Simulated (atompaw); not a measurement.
Pseudopotential generation for O: PAW (atompaw), LDA (PW92), scalar-relativistic.

atompaw 4.2.0.5 input, output lines left out:

```
O 8
LDA-PW scalarrelativistic loggrid 1500 logderivrange -4 5 226
2 2 0 0 0 0
2 1 4
0 0 0
c
v
v
2
1.05 1.00 0.90 0.75
y
3.3
n
y
0.9
n
y
-0.1
y
1.35
n
modrrkj vanderbiltortho sinc
bessel
1.05
1.05
1.05
1.05
1.05
1.05
```

**Question.** Does the generator finish with these settings?

**Answer.** Yes, a potential is produced.

**Question.** Estimate the cutoffs (Ry, on a coarse ladder) from which the occupation-weighted sum of valence levels, in a spherical-Bessel basis at the reference potential, stays within 10 and 1 mRy of its value at 400 Ry.

**Answer.** 50 Ry and 70 Ry.

**Question.** What does a ghost test show?

**Answer.** No extra level below or beside the all-electron valence levels (s, p, d, f tested).

**Question.** Is the overlap operator S = 1 + Σ q|β⟩⟨β| positive definite (Bessel basis up to 400 Ry)?

**Answer.** Barely: its lowest eigenvalue is 0.004 (p channel).

**Question.** Which valence shell sets the plane-wave cutoff?

**Answer.** 2p: its level needs 55 Ry to come within 1 mRy, against 21 Ry for 2s.
